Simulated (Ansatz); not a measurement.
Triethylgallium (TEGa), C$_{6}$H$_{15}$Ga, relaxed with RKS PBE-D4/def2-SVP in Ansatz 0.2.0 from a rough embedded geometry. The force threshold is 0.03 eV/Å; the program also tests the step.

Charge 0, multiplicity 1.

Start:

```xyz
22

C    -1.028    0.995   -1.803
C    -1.757    0.619   -0.601
Ga   -1.093   -0.581    0.820
C     0.127    0.554    1.936
C     1.128    1.576    1.373
C    -0.044   -1.960   -0.069
C     1.362   -1.808   -0.564
H    -0.819    0.112   -2.443
H    -1.676    1.662   -2.492
H    -0.080    1.481   -1.606
H    -2.707    0.061   -0.859
H    -2.032    1.540   -0.015
H     0.766   -0.302    2.355
H    -0.555    0.936    2.589
H     1.713    1.984    2.212
H     1.765    1.120    0.599
H     0.510    2.394    0.866
H    -0.732   -2.270   -0.902
H    -0.074   -2.746    0.751
H     1.719   -2.803   -1.074
H     1.433   -1.020   -1.369
H     2.075   -1.544    0.296
```

```json
{"step": "1", "energy (eV)": "-58814.1787", "largest force (eV/Å)": "3.850", "largest move (Å)": "0.000"}
{"step": "2", "energy (eV)": "-58815.7889", "largest force (eV/Å)": "1.937", "largest move (Å)": "0.195"}
{"step": "3", "energy (eV)": "-58816.4114", "largest force (eV/Å)": "0.444", "largest move (Å)": "0.196"}
{"step": "4", "energy (eV)": "-58816.4965", "largest force (eV/Å)": "0.190", "largest move (Å)": "0.111"}
{"step": "5", "energy (eV)": "-58816.5101", "largest force (eV/Å)": "0.087", "largest move (Å)": "0.094"}
{"step": "6", "energy (eV)": "-58816.5198", "largest force (eV/Å)": "0.090", "largest move (Å)": "0.131"}
{"step": "7", "energy (eV)": "-58816.5252", "largest force (eV/Å)": "0.084", "largest move (Å)": "0.090"}
{"step": "8", "energy (eV)": "-58816.5289", "largest force (eV/Å)": "0.051", "largest move (Å)": "0.081"}
{"step": "9", "energy (eV)": "-58816.5314", "largest force (eV/Å)": "0.052", "largest move (Å)": "0.093"}
{"step": "10 (rejected)", "energy (eV)": "-58816.5306", "largest force (eV/Å)": "0.199", "largest move (Å)": "0.148"}
{"step": "11 (rejected)", "energy (eV)": "-58816.5308", "largest force (eV/Å)": "0.235", "largest move (Å)": "0.073"}
{"step": "13", "energy (eV)": "-58816.5368", "largest force (eV/Å)": "0.057", "largest move (Å)": "0.099"}
{"step": "15", "energy (eV)": "-58816.5402", "largest force (eV/Å)": "0.042", "largest move (Å)": "0.070"}
{"step": "17", "energy (eV)": "-58816.5437", "largest force (eV/Å)": "0.127", "largest move (Å)": "0.093"}
{"step": "19", "energy (eV)": "-58816.5494", "largest force (eV/Å)": "0.014", "largest move (Å)": "0.037"}
{"step": "21 (rejected)", "energy (eV)": "-58816.5472", "largest force (eV/Å)": "0.239", "largest move (Å)": "0.195"}
{"step": "23", "energy (eV)": "-58816.5588", "largest force (eV/Å)": "0.104", "largest move (Å)": "0.098"}
{"step": "25", "energy (eV)": "-58816.5652", "largest force (eV/Å)": "0.076", "largest move (Å)": "0.063"}
{"step": "27", "energy (eV)": "-58816.5722", "largest force (eV/Å)": "0.093", "largest move (Å)": "0.022"}
{"step": "29 (rejected)", "energy (eV)": "-58816.5716", "largest force (eV/Å)": "0.268", "largest move (Å)": "0.198"}
{"step": "31", "energy (eV)": "-58816.5824", "largest force (eV/Å)": "0.024", "largest move (Å)": "0.048"}
{"step": "33 (rejected)", "energy (eV)": "-58816.5852", "largest force (eV/Å)": "0.243", "largest move (Å)": "0.147"}
{"step": "35", "energy (eV)": "-58816.5904", "largest force (eV/Å)": "0.018", "largest move (Å)": "0.029"}
```

End:

```xyz
22

C    -1.757    0.854   -2.234
C    -1.530    1.100   -0.736
Ga   -0.194   -0.100    0.146
C     0.727    0.488    1.822
C     0.850    2.006    2.014
C     0.145   -1.929   -0.592
C     1.497   -2.554   -0.223
H    -2.064   -0.194   -2.440
H    -2.546    1.512   -2.659
H    -0.835    1.036   -2.826
H    -2.482    0.957   -0.171
H    -1.242    2.157   -0.542
H     1.723   -0.005    1.872
H     0.145    0.037    2.660
H     1.324    2.276    2.984
H     1.466    2.474    1.217
H    -0.139    2.509    1.987
H     0.004   -1.898   -1.695
H    -0.691   -2.565   -0.217
H     1.611   -3.588   -0.617
H     2.348   -1.964   -0.625
H     1.642   -2.609    0.877
```

It took 31 s on 4 threads of an AMD EPYC 7R13 on a shared host and a share of an NVIDIA H100 80 GB, with 0.87 GiB of host memory at the peak.
